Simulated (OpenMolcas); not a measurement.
Pd2+: ligand-field states by method

Pd2+ with its 6 nearest fluoride ions at 2.173 Å, on the Y site of Cs2NaYF6 (a = 9.075 Å, distance in the model lattice 2.178 Å). The rest of the host is ab initio model potentials to 7.6 Å, with orthogonalisation functions on the cations behind the ligands, and point charges beyond; the distance is set by hand and nothing relaxes, and no local charge compensation is placed. Ligand basis ANO-RCC-VDZP.

- Program: OpenMolcas 26.06
- Basis: ANO-RCC-VTZP [7s6p4d2f1g]
- Scalar Hamiltonian: DKH2, point nucleus
- Active space: 8 electrons in 5 orbitals (4d)
- State averaging: 2S+1 = 3 even, 10 roots; 2S+1 = 1 even, 15 roots
- Spin-orbit coupling: RASSI with atomic mean-field integrals over the reference wave functions

I. CASSCF
II. SS-CASPT2, IPEA 0.25 Eh, imaginary shift 0.1 Eh (closed shells correlated: 4s 4p and the ligand valence shells)
III. SS-CASPT2, IPEA 0 Eh, imaginary shift 0.1 Eh (closed shells correlated: 4s 4p and the ligand valence shells)

Spin-free states (labels of O, the rotations of Oh) in cm-1, each column counted from its own energy of the first state listed:

```tsv
State	Degeneracy	I	II	III
3A2	1	0	0	0
3T2	3	11168	13390	13650
1E	2	13790	9210	9210
3T1	3	17852	19190	18550
1A1	1	23171	17370	16890
1T2	3	24614	23000	23100
1T1	3	28813	26540	26870
3T1	3	29074	29160	28770
1E	2	37980	38770	39180
1T2	3	38349	38860	39220
1A1	1	61225	55420	54980
```

From I to II, I's first state of the same spin (3T2) moves from 11168 to 13390 cm-1, by about +2200 cm-1.

From I to II, I's first state of another spin (1E) moves from 13790 to 9210 cm-1, by about -4600 cm-1.

I: A least-squares ligand-field fit to the states below 45000 cm-1, each weighted by its degeneracy and with a free common offset, gives 10Dq = 11279 cm-1, B = 887 cm-1 and C = 3554 cm-1 (C/B = 4.01), with an rms deviation of 63 cm-1. The same method and metal basis give the free ion B = 953 cm-1 (fit to its terms below 60000 cm-1, rms deviation 8 cm-1), so the nephelauxetic ratio is β = 887 / 953 = 0.93; it hangs on how both fits weigh the states, and computed free-ion B values tend to be too large, so β mixes covalency with correlation.

χT at 300 K: I 1.49, II 1.41, III 1.40 cm3 K/mol.

Roots that are degenerate in the reference are averaged as groups; the widest CASPT2 spread within a group is 850 cm-1 (the 3-fold group of multiplicity 3 near 28800 cm-1 above the lowest state of its run, III). Shifts and gaps below about the spread of the groups concerned are not significant. Over all roots computed the reference weight is 0.70 to 0.71 in II, 0.70 to 0.71 in III; a low but even weight reflects the number of correlated electrons. Real 4d8 and 5d8 ions are as a rule square planar and diamagnetic. Ligand-to-metal charge-transfer states are missing. With no ligand orbital active B as a rule stays too high, so bands that hang on it stand too high and its fall with covalency is understated. Without dynamic correlation the repulsion within the d shell is too large (B by tens of per cent), so at a given field states of lower spin stand too high (holds for I). With metal d orbitals alone the field can be off either way by tens of per cent (holds for I). With one d shell and no ligand orbital active, 10Dq can be off by a tenth or more (holds for II; III). Free-ion shares, where given, are those of the reference states; single-state CASPT2 does not remix them (holds for II; III). No measured value stands beside these numbers; the geometry was set by hand and not optimised.
